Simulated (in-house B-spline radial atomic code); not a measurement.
A fraction x of an electron is removed from 5p in Eu⁵⁺, starting from [Kr] 4d10 4f5 5s2 5p5 and keeping the highest spin. All numbers are computed (scalar-relativistic (X2C) revTPSS, spin-polarised, spherical fractional occupations; Fermi nucleus of rms radius 5.1115 fm) with a radial B-spline atomic code at the basis-set limit, not measured.

```tsv
x	E(x) - E(0) (eV)	5p down level (eV)
0	0.0000	-78.902
0.09	7.1568	-80.137
0.21	16.8721	-81.785
0.3	24.2884	-83.022
0.38	30.9742	-84.123
0.5	41.1680	-85.774
0.61	50.6865	-87.289
0.71	59.4842	-88.666
0.77	64.8290	-89.492
0.95	81.1606	-91.970
1	85.7762	-92.657
```

The exact functional would give a straight line between the two integer points. Deviations E(x) - E(0) - x[E(1) - E(0)], in eV: -0.563 at x = 0.09, -1.141 at x = 0.21, -1.444 at x = 0.3, -1.621 at x = 0.38, -1.72 at x = 0.5, -1.637 at x = 0.61, -1.417 at x = 0.71, -1.219 at x = 0.77, -0.327 at x = 0.95.

The curve lies below the straight line by up to 1.72 eV (at x = 0.5): convex, the delocalisation error that favours fractional charges.

How well does Slater's transition state (minus the level at half occupation) give the ionisation energy?

It gives 85.774 eV against 85.776 eV from the two total energies; NIST lists 89.00 eV, ground level to ground level.
